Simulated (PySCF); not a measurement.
An excited-state job on `CSc1ncc[se]1`.

Computed with TDDFT PBE0/def2-SVPD, vertical, gas phase, core orbitals frozen in the response (PySCF 2.14.0, density-fitted response routines). Geometry: GFN2-xTB. The input is one job of a driver script: a line of settings, then coordinates in Å.

Input:
```
{"job": {"kind": "uv", "xc": "PBE0", "basis": "def2-SVPD", "nstates": 8, "ntriplets": 3}, "charge": 0, "multiplicity": 1}
C     -2.429431     0.296180    -0.212947
S     -1.632443    -0.574277     1.163971
C      0.023321    -0.384269     0.693974
N      0.400514     0.239187    -0.362286
C      1.743797     0.249995    -0.529777
C      2.502179    -0.375017     0.404932
Se     1.439546    -1.123356     1.744297
H     -2.144397    -0.183616    -1.143169
H     -3.499308     0.222705    -0.049748
H     -2.106830     1.331807    -0.208752
H      2.131134     0.755814    -1.397712
H      3.573116    -0.455840     0.415320
```

Output:
```
coarse grid: 51848 points
cycle   1  E = -3008.6568550224  dE =  2.445e-01  |g| = 3.829e-01  |ddm| = 6.191e+00
cycle   2  E = -3008.5804866746  dE =  7.637e-02  |g| = 6.822e-01  |ddm| = 1.959e+00
cycle   3  E = -3008.6895171825  dE = -1.090e-01  |g| = 9.152e-02  |ddm| = 1.395e+00
cycle   4  E = -3008.6916244037  dE = -2.107e-03  |g| = 2.786e-02  |ddm| = 2.007e-01
cycle   5  E = -3008.6917666818  dE = -1.423e-04  |g| = 1.482e-02  |ddm| = 6.390e-02
cycle   6  E = -3008.6918229588  dE = -5.628e-05  |g| = 4.423e-03  |ddm| = 3.015e-02
cycle   7  E = -3008.6918285586  dE = -5.600e-06  |g| = 1.127e-03  |ddm| = 9.986e-03
final grid: 107504 points
cycle   8  E = -3008.6918134665  dE =  6.353e-07  |g| = 1.929e-03  |ddm| = 8.758e-03
cycle   9  E = -3008.6918105488  dE =  2.918e-06  |g| = 3.766e-03  |ddm| = 9.837e-03
cycle  10  E = -3008.6918144650  dE = -3.916e-06  |g| = 3.987e-04  |ddm| = 6.676e-03
cycle  11  E = -3008.6918145069  dE = -4.190e-08  |g| = 3.974e-05  |ddm| = 6.634e-04
cycle  12  E = -3008.6918145074  dE = -4.084e-10  |g| = 1.217e-05  |ddm| = 1.018e-04
converged SCF energy = -3008.6918145074

Static polarisability (au): isotropic 100.877, principal 64.915 102.951 134.766

Singlet excitations
state   eV       nm        f      main configurations
  1   4.3033    288.1   0.00010   H->L+1 0.98
  2   4.5119    274.8   0.18210   H->L 0.96
  3   5.2755    235.0   0.00049   H->L+2 0.77, H-2->L 0.16
  4   5.3387    232.2   0.00027   H-2->L 0.82, H->L+2 0.14
  5   5.6898    217.9   0.00033   H-1->L+1 0.71, H->L+3 0.22
  6   5.7211    216.7   0.04199   H-1->L 0.76, H-2->L+1 0.12, H->L+5 0.09
  7   5.7359    216.2   0.00158   H->L+3 0.73, H-1->L+1 0.22
  8   6.0268    205.7   0.00092   H->L+4 0.92

Triplet excitations (Tamm-Dancoff, eV): 3.1577 4.0440 4.7821
```

The SCF starts on a coarse grid where the log names one; the energy can jump when the final grid takes over, and dE then counts from the start density on the new grid. H and L stand for HOMO and LUMO; the number after each pair is its weight.

Question: How does the lowest singlet excitation compare with the HOMO–LUMO gap?

Answer: HOMO -6.22 eV and LUMO -0.98 eV give a gap of 5.24 eV; S1 at 4.30 eV lies 0.94 eV below it.

Main results: HOMO -6.22 eV, LUMO -0.98 eV; lowest singlet 4.30 eV; lowest triplet 3.16 eV (Tamm–Dancoff); mean polarisability 100.9 au.

 The PBE0/def2-SVPD calculation is non-relativistic and has no spin–orbit coupling, an omission that weighs most on selenium.

The run took 75 s on one thread, x86-64 server (shared host).

One conformer stands for the species.
Labels such as C1 count atoms from 1, the log's own numbers from 0.
